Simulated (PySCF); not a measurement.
Species: C5H6ClFO.
SMILES: `CO[C@@H]1C/C1=C(\F)Cl`

Level of theory: TDDFT wB97X-D/def2-SVPD, vertical, gas phase, core orbitals frozen in the response (PySCF 2.14.0, density-fitted response routines). Geometry: PBE0-D3(BJ)/def2-SVP, one conformer, isolated molecule. Torsions of this conformer, `[CH3:1][O:2][C@@H:3]1[CH2:4]/[C:5]1=[C:6](\[F:7])[Cl:8]`: C1–O2–C3–C4 147°.

Computed states:

```csv
state,E (eV),f
S1,6.38,0.0090
S2,6.58,0.0092
S3,6.75,0.352
S4,7.36,0.0004
S5,7.45,0.016
S6,7.87,0.012
```

Each state is given a Gaussian of 0.25 eV full width at half maximum, with ε(max) = 2.175×10⁸ f / Δν̃ (Δν̃ the width in cm⁻¹). The width is an assumption, not a result. The curve ends short of the highest state used, and states not computed would add to its high-energy end.

Question: What does the envelope look like, and where are its maxima?

Answer: 
(λ (nm), ε (L mol⁻¹ cm⁻¹)): (170.6, 445), (172.1, 146), (173.7, 83), (175.3, 410), (176.8, 1900), (178.4, 6795), (179.9, 16128), (181.5, 29009), (183.1, 37613), (184.6, 36269), (186.2, 26435), (187.8, 14922), (189.3, 7297), (190.9, 3216), (192.5, 1726), (194.0, 1271), (195.6, 996), (197.2, 699), (198.7, 424), (200.3, 205), (201.9, 81), (203.4, 29), (205.0, 8), (206.6, 2)

Maxima: 184 nm (6.75 eV), ε about 38000, made up of S3 (99%) (ε in L mol⁻¹ cm⁻¹; maxima over ε = 5, shares over 10%). At its high-energy end, 7.27 eV, the curve is still rising (ε about 460, from S5).

Question: What would ε be at 6.75 eV, the highest of these maxima, with half the width (0.125 eV)?

Answer: About 75900 L mol⁻¹ cm⁻¹ against 38300, a factor of about 1.98; a lone state at its own centre would give exactly 2.

Question: On this curve, what absorbance would a 10⁻³ mol/L sample give at 193 nm over a 1 cm path?

Answer: 193 nm is 6.424 eV, where ε is about 1500 L mol⁻¹ cm⁻¹, so A = ε c l ≈ 1.5 (Beer–Lambert, with the gas-phase spectrum and the assumed width).

Question: Coming from long wavelengths, where does ε first pass 100 L mol⁻¹ cm⁻¹?

Answer: At about 202 nm (6.15 eV), 0.23 eV below S1.
